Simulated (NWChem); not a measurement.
What each level costs for trisilane (H8Si3)

```
Si
H 1 1.4957
H 1 1.4957 2 107.87
Si 1 2.3589 2 109.28 3 -118.69
H 4 1.4930 1 110.81 2 58.64
H 4 1.4932 5 108.71 1 -121.02
H 4 1.4932 5 108.70 6 -117.95
Si 1 2.3589 2 109.27 3 118.69
H 8 1.4930 1 110.81 2 -59.17
H 8 1.4932 9 108.71 1 -121.02
H 8 1.4932 9 108.70 10 -117.95
```
Charge 0, spin multiplicity 1.

Program: NWChem. Structure: optimised with B3LYP/def2-SVP, a minimum by its harmonic frequencies.

Basis set: cc-pVDZ (94 functions). Each entry is one whole single-point run; the coupled-cluster runs use the TCE module, and the SCF and DFT modules converge to different thresholds.

The correlated methods keep 15 core orbitals frozen. B3LYP has NWChem's definition, with VWN1-RPA local correlation.

**Question.** Roughly how much processor time does each of these take, relative to RHF: MP2, RI-MP2, B2PLYP, PBE, B3LYP, BHandHLYP, CR-CCSD(T)?

**Answer.** RI-MP2 about the same, within a factor of 3; BHandHLYP about the same, within a factor of 3; B3LYP about the same, within a factor of 3; PBE about the same, within a factor of 3; MP2 about 4; B2PLYP about 4; CR-CCSD(T) about 10 (rough ratios from shared machines).
